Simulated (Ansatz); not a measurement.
A search over several starts for the lowest SCF solution of the cluster Hg₂O₂⁻ at the given spin, in a small basis.

```yaml
crystal:
  periodic: [false, false, false]
  atoms:
    - {symbol: Hg, position_ang: [-0.853499, -1.897328, -0.713076]}
    - {symbol: Hg, position_ang: [0.127607, -0.067358, 1.899216]}
    - {symbol: O, position_ang: [0.224768, 1.527366, -0.242258]}
    - {symbol: O, position_ang: [0.501124, 0.437331, -0.943882]}
basis:
  gaussian: {orbitals: def2-SVP, initial_orbitals: start.molden}
total_charge: -1
magnetization: {spin_polarized: true, initial_magnetization: 1}
hamiltonian: {xc: pbe0, dispersion: d4}
output: {orbitals: {seedname: orbitals}}
```

The file start.molden holds the orbitals of an earlier run on this structure, at another level or in another basis.

```sh
$ ansatz run in.yaml --threads 4 --pin off --events-out ev --progress --plain --max-ram 3916MiB
```

It prints (some lines left out):

```
Functional definition: PBE0
912 factors; integrals over basis functions are off by at most 7.1e-4 eV
mean field evaluation 1: about -12422.0409 eV, gradient 5.0e1 eV
mean field evaluation 2: about -12434.1787 eV, gradient 1.5e1 eV
mean field evaluation 4: about -12438.1391 eV, gradient 7.4e-1 eV
mean field evaluation 8: about -12438.3957 eV, gradient 1.1e-1 eV
mean field evaluation 16: about -12438.3977 eV, gradient 1.4e-5 eV
mean field evaluation 32: about -12438.3901 eV, gradient 1.1e-1 eV
mean field evaluation 64: about -12438.3861 eV, gradient 1.2e0 eV
mean field -12438.39770477 eV, -457.1026846014 hartree, gradient 4.4e-6 eV, S^2 0.759149; 3 other end points of the search recorded, 0 dependent functions left out
reference -12438.39772843 eV, -457.1026854711 hartree; 29, 28 occupied and 63, 64 virtual orbitals, 912 factors
Total energy: -12438.51165935 eV, -457.1068723553 hartree
```

Hardware: 4 threads of Arm Neoverse V1 on a shared host. Wall time 6.5 s.

In the def2 sets Hg takes a core potential; there is no spin–orbit coupling. The structure holds one bond between oxygen atoms, so isomers without such links may lie far lower. The highest occupied level of the charge -1 doublet lies above zero (up to 0.45 eV). By energy differences its removal costs 2.05 eV (vertical, to the charge 0 triplet, at PBE0-D4/def2-TZVPD). The structure comes from a short search, and lower isomers may exist.
